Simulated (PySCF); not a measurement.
Q: Write Cartesian coordinates for `CCCS(=O)(=O)Cl` as optimised with GFN2-xTB.

A: 
```xyz
14
C3H7ClO2S angstrom
C      1.5209    0.6606    0.4313
C      0.7169    0.1033   -0.7371
C     -0.2698   -0.9508   -0.2951
S     -1.6888   -0.1698    0.5015
O     -2.6597   -1.1630    0.8293
O     -1.3160    0.7734    1.5042
Cl    -2.4668    0.9075   -1.0496
H      2.1103   -0.1251    0.8991
H      0.8592    1.0910    1.1764
H      2.2002    1.4335    0.0820
H      0.1687    0.9091   -1.2288
H      1.3975   -0.3308   -1.4745
H      0.1336   -1.6268    0.4539
H     -0.7068   -1.5124   -1.1146
```

Any rigid rotation of these coordinates is as good. Atoms count from 1 in this order. S4 (sulfonyl sulfur) is distorted tetrahedral (angles from 101.1° to 118.5°). Of the pairs four or more bonds apart, O6···H9 is among the closest relative to their van der Waals radii: 2.22 Å, 82 % of the sum of Bondi's values.

Bonds between heavy atoms (Å): C1–C2 1.524, C2–C3 1.510, C3–S4 1.805, S4=O5 1.427, S4=O6 1.426, S4–Cl7 2.043.

Computed geometry: GFN2-xTB, gas phase.

Point group: C1 (no symmetry element, even within 0.4 Å). No frequency check. One conformer, not necessarily the lowest (C1–C2–C3–S4 76°, C2–C3–S4–O5 176°).
